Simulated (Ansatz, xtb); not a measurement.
**Relative energy of two isomers of C4H4BrClF2**

We compare X, `F/C(=C/Br)[C@H](F)CCl`, a singlet, with Y, `C/C(Cl)=C\C(F)(F)Br`, a singlet. Both are isolated molecules in the gas phase, relaxed with PBE0-D3(BJ)/def2-SVP; the shapes shown needn't be the lowest conformers.

X (Å):

```xyz
12

C     2.1257    0.0334   -0.1484
C     3.0686    0.2329   -1.0697
C     0.7521    0.6143   -0.0760
C    -0.3273   -0.4488    0.0284
Br    2.8774    1.3417   -2.5578
Cl   -0.3747   -1.4428   -1.4416
F     2.3940   -0.7919    0.8661
F     0.6528    1.3913    1.0583
H     4.0310   -0.2752   -0.9888
H     0.5816    1.2467   -0.9604
H    -1.3030    0.0368    0.1585
H    -0.1289   -1.1020    0.8884
```

Y (Å):

```xyz
12

C     1.3970    2.5635    0.6354
C     1.1490    1.5014   -0.3766
C     1.2164    0.1730   -0.2212
C     1.5323   -0.5302    1.0518
Br    3.4783   -0.5627    1.3928
Cl    0.7475    2.1150   -1.9500
F     1.1238   -1.7978    0.9867
F     0.9580    0.0248    2.1248
H     0.4811    3.1535    0.7949
H     2.1676    3.2530    0.2588
H     1.7235    2.1457    1.5938
H     1.0583   -0.4913   -1.0726
```

Quicker runs give these differences E(Y) − E(X): GFN2-xTB −10.1 kcal/mol; HF/STO-3G −4.8 kcal/mol (at GFN2-xTB geometries); r2SCAN-D4/def2-SVP −13.9 kcal/mol (at GFN2-xTB geometries).

Question: Estimate E(Y) − E(X) at the level CCSD(T)/def2-SVP + ΔMP2/def2-TZVPP.

Answer: Calculated at CCSD(T)/def2-SVP + ΔMP2/def2-TZVPP: E(Y) − E(X) = −9.0 kcal/mol, so structure Y lies lower.

Level by level:

```csv
level,geometry,E(Y) − E(X) (kcal/mol),departure from the last row (kcal/mol),"job, with rough time for the two"
GFN2-xTB,GFN2-xTB,−10.1,−1.1,"optimisation, 0.22 s"
HF/STO-3G,GFN2-xTB,−4.8,+4.2,"single point, 0.68 s"
r2SCAN-D4/def2-SVP,GFN2-xTB,−13.9,−4.9,"single point, 5.6 s"
PBE0-D3(BJ)/def2-SVP,PBE0-D3(BJ)/def2-SVP,−11.9,−2.8,"optimisation, 68 s"
HF/def2-SVP,PBE0-D3(BJ)/def2-SVP,−7.5,+1.5,part of the CCSD(T) run
MP2/def2-SVP,PBE0-D3(BJ)/def2-SVP,−12.4,−3.3,part of the CCSD(T) run
CCSD(T)/def2-SVP,PBE0-D3(BJ)/def2-SVP,−10.9,−1.9,single point
CCSD(T)/def2-SVP + ΔMP2/def2-TZVPP,PBE0-D3(BJ)/def2-SVP,−9.0,,"single point, 3.1 min"
```

As drawn, both hold the same kinds of bond in the same numbers. Structure X has 0 methyl groups, Y 1.

The levels shown agree on the order. The largest departure from CCSD(T)/def2-SVP + ΔMP2/def2-TZVPP is that of r2SCAN-D4/def2-SVP, 4.9 kcal/mol. The last row adds to CCSD(T) the change of the MP2 difference between the two basis sets, here +1.9 kcal/mol.

With thermal terms from frequencies at re-optimised GFN2-xTB minima (ideal gas, soft modes damped towards free rotors, one conformer each, 298.15 K, 1 atm): on the last row, ΔE + ΔZPE = −9.6, ΔH = −9.3, ΔG = −9.8 kcal/mol.

The correlated steps freeze 20 core orbitals; the filled d shell of Br is correlated, in a basis made for valence electrons. Mirror images aren't counted in ΔG. Programs: Ansatz 0.2.0, xtb 6.7.1; the last row on 4 threads of Arm Neoverse V1 on a shared host.
